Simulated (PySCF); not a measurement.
Coordinates in bohr (charge 0 multiplicity 1):
```
Se    0.0000    0.0000   -0.4726
O     2.5311    0.0000    1.1786
O    -2.5311    0.0000    1.1786
```

Method: PBE0 in PySCF with Se def2-TZVP, O def2-TZVP; no relativity; density-fitted integrals.

This geometry of SeO₂ is a stationary point at this level.

What is the point group?

C2v.

Is it a minimum?

Yes: all harmonic wavenumbers are real.

What are the dipole moment and the gap between the highest occupied and lowest empty levels?

2.80 D and 5.09 eV.

Give the ideal-gas entropy at 298.15 K and 1 bar by parts.

translation 167.7, rotation 89.4, vibration 5.0, spin 0.0; total 262.1 J/(mol K).

What is the atomisation energy, with and without zero-point energy?

830 kJ/mol without, 815 kJ/mol with.
